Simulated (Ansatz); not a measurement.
Species: C₃H₄S₃, SMILES `C#C[C@@H](S)SS` (charge 0, multiplicity 1).

Task: Give a relaxed geometry from PBE-D3(BJ)/def2-TZVP in Ansatz (a program for electronic structure).

Result: This is not unique; one that fits is the end point of this relaxation, one of several conformers (outside a Z-matrix the atoms follow the SMILES, hydrogens last).
Cartesian coordinates (Å) in one orientation:
```xyz
10

C     -1.451     1.389    -0.818
C     -0.882     0.557    -0.145
C     -0.181    -0.436     0.624
S     -1.123    -1.986     0.884
S      1.410    -1.001    -0.164
S      2.448     0.727    -0.570
H     -1.958     2.125    -1.407
H      0.048    -0.073     1.637
H     -1.430    -2.153    -0.425
H      3.119     0.852     0.608
```
